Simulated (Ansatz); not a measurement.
`CB(F)F` + `BF` → `FBB(F)F` + CH₄  (formal exchange of groups at a B–C bond)

Gas-phase electronic energies from Ansatz, PBE0-D4/def2-TZVP geometries. CCSD(T)/CBS is the MP2 limit (def2-TZVPP, def2-QZVPP) plus CCSD(T) − MP2 in def2-TZVPP, frozen cores. This one scheme is used for every species. Functionals use def2-TZVPP. B3LYP here is the variant with VWN-RPA as its local correlation; programs differ in this. HSE06 is defined as in plane-wave codes. Each species was taken in one conformer, which may not be the lowest.

```json
{"level": "LDA (SPW92)", "ΔE (kJ/mol)": "39.8", "difference from CCSD(T)/CBS": "-1.8"}
{"level": "PBE-D4", "ΔE (kJ/mol)": "33.9", "difference from CCSD(T)/CBS": "-7.7"}
{"level": "revPBE-D4", "ΔE (kJ/mol)": "33.3", "difference from CCSD(T)/CBS": "-8.3"}
{"level": "BLYP-D4", "ΔE (kJ/mol)": "34.0", "difference from CCSD(T)/CBS": "-7.6"}
{"level": "r2SCAN-D4", "ΔE (kJ/mol)": "41.8", "difference from CCSD(T)/CBS": "0.2"}
{"level": "B97M-V", "ΔE (kJ/mol)": "40.5", "difference from CCSD(T)/CBS": "-1.1"}
{"level": "PBE0-D4", "ΔE (kJ/mol)": "39.1", "difference from CCSD(T)/CBS": "-2.5"}
{"level": "B3LYP-D4", "ΔE (kJ/mol)": "38.4", "difference from CCSD(T)/CBS": "-3.2"}
{"level": "r2SCANh-D4", "ΔE (kJ/mol)": "43.1", "difference from CCSD(T)/CBS": "1.5"}
{"level": "r2SCAN0-D4", "ΔE (kJ/mol)": "44.8", "difference from CCSD(T)/CBS": "3.2"}
{"level": "HSE06-D4", "ΔE (kJ/mol)": "39.1", "difference from CCSD(T)/CBS": "-2.5"}
{"level": "BHLYP-D4", "ΔE (kJ/mol)": "43.3", "difference from CCSD(T)/CBS": "1.7"}
{"level": "CAM-B3LYP-D4", "ΔE (kJ/mol)": "40.6", "difference from CCSD(T)/CBS": "-1.0"}
{"level": "ωB97X-V", "ΔE (kJ/mol)": "39.6", "difference from CCSD(T)/CBS": "-2.0"}
{"level": "ωB97M-V", "ΔE (kJ/mol)": "44.2", "difference from CCSD(T)/CBS": "2.6"}
{"level": "PBE-QIDH", "ΔE (kJ/mol)": "43.9", "difference from CCSD(T)/CBS": "2.3"}
{"level": "PBE", "ΔE (kJ/mol)": "33.7", "difference from CCSD(T)/CBS": "-7.9"}
{"level": "revPBE", "ΔE (kJ/mol)": "31.8", "difference from CCSD(T)/CBS": "-9.8"}
{"level": "BLYP", "ΔE (kJ/mol)": "33.4", "difference from CCSD(T)/CBS": "-8.2"}
{"level": "r2SCAN", "ΔE (kJ/mol)": "41.8", "difference from CCSD(T)/CBS": "0.2"}
{"level": "PBE0", "ΔE (kJ/mol)": "39.0", "difference from CCSD(T)/CBS": "-2.6"}
{"level": "B3LYP", "ΔE (kJ/mol)": "38.1", "difference from CCSD(T)/CBS": "-3.5"}
{"level": "r2SCANh", "ΔE (kJ/mol)": "43.1", "difference from CCSD(T)/CBS": "1.5"}
{"level": "r2SCAN0", "ΔE (kJ/mol)": "44.8", "difference from CCSD(T)/CBS": "3.2"}
{"level": "HSE06", "ΔE (kJ/mol)": "39.0", "difference from CCSD(T)/CBS": "-2.6"}
{"level": "BHLYP", "ΔE (kJ/mol)": "43.4", "difference from CCSD(T)/CBS": "1.8"}
{"level": "CAM-B3LYP", "ΔE (kJ/mol)": "40.6", "difference from CCSD(T)/CBS": "-1.0"}
{"level": "LC-ωPBE", "ΔE (kJ/mol)": "39.4", "difference from CCSD(T)/CBS": "-2.2"}
{"level": "RPA@PBE/def2-TZVPP", "ΔE (kJ/mol)": "39.1", "difference from CCSD(T)/CBS": "-2.5"}
{"level": "HF/def2-SVP", "ΔE (kJ/mol)": "49.1", "difference from CCSD(T)/CBS": "7.5"}
{"level": "MP2/def2-SVP", "ΔE (kJ/mol)": "48.1", "difference from CCSD(T)/CBS": "6.5"}
{"level": "CCSD(T)/def2-SVP", "ΔE (kJ/mol)": "43.2", "difference from CCSD(T)/CBS": "1.6"}
{"level": "HF/def2-TZVPP", "ΔE (kJ/mol)": "46.8", "difference from CCSD(T)/CBS": "5.2"}
{"level": "CCSD/def2-TZVPP", "ΔE (kJ/mol)": "42.4", "difference from CCSD(T)/CBS": "0.8"}
{"level": "CCSD(T)/def2-TZVPP", "ΔE (kJ/mol)": "41.6", "difference from CCSD(T)/CBS": "0.0"}
{"level": "MP2/def2-QZVPP", "ΔE (kJ/mol)": "46.0", "difference from CCSD(T)/CBS": "4.4"}
{"level": "SCS-MP2/def2-QZVPP", "ΔE (kJ/mol)": "44.0", "difference from CCSD(T)/CBS": "2.4"}
{"level": "HF/CBS(def2)", "ΔE (kJ/mol)": "46.9", "difference from CCSD(T)/CBS": "5.3"}
{"level": "MP2/CBS(def2)", "ΔE (kJ/mol)": "46.0", "difference from CCSD(T)/CBS": "4.4"}
{"level": "CCSD/CBS(def2)", "ΔE (kJ/mol)": "42.5", "difference from CCSD(T)/CBS": "0.9"}
{"level": "CCSD(T)/CBS", "ΔE (kJ/mol)": "41.6", "difference from CCSD(T)/CBS": "0"}
```

Largest T1 diagnostic among the species: 0.014.

From BLYP to BHLYP (50 % exact exchange), in def2-TZVPP and without D4, ΔE moves by +9.9 kJ/mol. Leaving LDA and LC-ωPBE aside and taking each functional with its dispersion term where it has one, the values spread over 11.5 kJ/mol, from revPBE-D4 to r2SCAN0-D4. LDA lies +6.1 kJ/mol from PBE without D4.
